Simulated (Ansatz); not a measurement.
Start from `N#C[SiH2]P` and change one atom or group to get `C#C[SiH2]C#N`.

Ansatz, PBE0-D4/def2-TZVP geometries, multiplicity 1. Each molecule was computed in one conformer, which needn't be the lowest.

| property | `N#C[SiH2]P` |
| --- | --- |
| HOMO–LUMO gap (B3LYP/def2-TZVPP) / eV | 6.98 |
| HOMO energy (PBE/def2-TZVPP) / eV | -7.16 |
| zero-point energy (PBE0-D4/def2-TZVP) / kJ/mol | 113.5 |
| HOMO–LUMO gap (ωB97M-V/def2-TZVPP) / eV | 11.42 |
| size of the dipole moment (B3LYP/def2-TZVPP) / D | 3.87 |
| HOMO energy (B3LYP/def2-TZVPP) / eV | -8.06 |

Task: Give the same properties after the change, and the shifts. (Estimate.)

Result: Computed: 
```tsv
property	`C#C[SiH2]C#N`	shift
HOMO–LUMO gap (B3LYP/def2-TZVPP) / eV	7.44	0.46
HOMO energy (PBE/def2-TZVPP) / eV	-7.69	-0.53
zero-point energy (PBE0-D4/def2-TZVP) / kJ/mol	117.5	4.0
HOMO–LUMO gap (ωB97M-V/def2-TZVPP) / eV	12.21	0.79
size of the dipole moment (B3LYP/def2-TZVPP) / D	3.79	-0.08
HOMO energy (B3LYP/def2-TZVPP) / eV	-8.67	-0.61
```

With PBE0 the HOMO falls by 0.64 eV and the LUMO falls by 0.15 eV, so the gap widens by about 0.49 eV. PBE moves the HOMO by -0.53 eV and ωB97M-V by -0.78 eV. Dipoles are sizes alone; their direction can turn.

B3LYP here is the variant with VWN-RPA as its local correlation; programs differ in this.
